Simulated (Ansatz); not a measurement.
Consider the ligand exchange at the Al–C bond: `C[CH]([AlH2])CCl` + `[SiH3]S` → `[AlH2][S][SiH3]` + `CCCCl`.

Computed with Ansatz on PBE0-D4/def2-TZVP structures; ΔE is electronic, products minus reactants. CCSD(T)/CBS is the MP2 limit (def2-TZVPP, def2-QZVPP) plus CCSD(T) − MP2 in def2-TZVPP, frozen cores. Functionals use def2-TZVPP. B3LYP here is the variant with VWN-RPA as its local correlation; programs differ in this. One conformer a species, not always the lowest.

```json
{"level": "B3LYP-D4", "ΔE (kJ/mol)": "-143.9"}
{"level": "MP2/CBS(def2)", "ΔE (kJ/mol)": "-151.1"}
```

**Question.** What does CCSD(T)/CBS give? (Best estimate.)

**Answer.** Computed: -148.1 kJ/mol. The listed levels differ from it by 4.2, -3.0 kJ/mol.

Largest T1 diagnostic among the species: 0.011.

From PBE to PBE0 (25 % exact exchange), in def2-TZVPP and without D4, ΔE moves by −5.3 kJ/mol. In def2-TZVPP, CCSD(T) changes the Hartree–Fock value by +12.8 kJ/mol (the triples alone add +1.1 kJ/mol) and MP2 by +9.8 kJ/mol.
